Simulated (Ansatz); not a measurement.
`C[CH](O)[GaH2]` and `CC(O)CF` differ in one atom or group.

Ansatz, PBE0-D4/def2-TZVP geometries, multiplicity 1. Each molecule was computed in one conformer, which needn't be the lowest. `C[CH](O)[GaH2]` holds a close contact that its SMILES doesn't draw: Ga···O 2.32 Å.

Scalar relativity is left out up to krypton.

| property | `C[CH](O)[GaH2]` |
| --- | --- |
| LUMO energy (B3LYP/def2-TZVPP) / eV | -1.08 |
| HOMO–LUMO gap (PBE/def2-TZVPP) / eV | 3.96 |
| HOMO energy (ωB97M-V/def2-TZVPP) / eV | -9.00 |
| ideal-gas entropy at 298 K and 1 bar (rigid rotor, harmonic PBE0-D4/def2-TZVP) / J/(mol·K) | 333 |
| LUMO energy (ωB97M-V/def2-TZVPP) / eV | 0.85 |
| LUMO energy (PBE/def2-TZVPP) / eV | -1.59 |

What does the change do to each property? (An estimate is asked.)

Computed: 
| property | `CC(O)CF` | shift |
| --- | --- | --- |
| LUMO energy (B3LYP/def2-TZVPP) / eV | 0.86 | 1.94 |
| HOMO–LUMO gap (PBE/def2-TZVPP) / eV | 6.73 | 2.77 |
| HOMO energy (ωB97M-V/def2-TZVPP) / eV | -10.46 | -1.46 |
| ideal-gas entropy at 298 K and 1 bar (rigid rotor, harmonic PBE0-D4/def2-TZVP) / J/(mol·K) | 316 | -17 |
| LUMO energy (ωB97M-V/def2-TZVPP) / eV | 2.66 | 1.81 |
| LUMO energy (PBE/def2-TZVPP) / eV | 0.39 | 1.98 |

With PBE0 the HOMO falls by 1.25 eV and the LUMO rises by 2.03 eV, so the gap widens by about 3.28 eV. PBE moves the HOMO by -0.80 eV and ωB97M-V by -1.46 eV. The zero-point energy changes by 49.9 kJ/mol with +3 modes.

B3LYP here is the variant with VWN-RPA as its local correlation; programs differ in this.
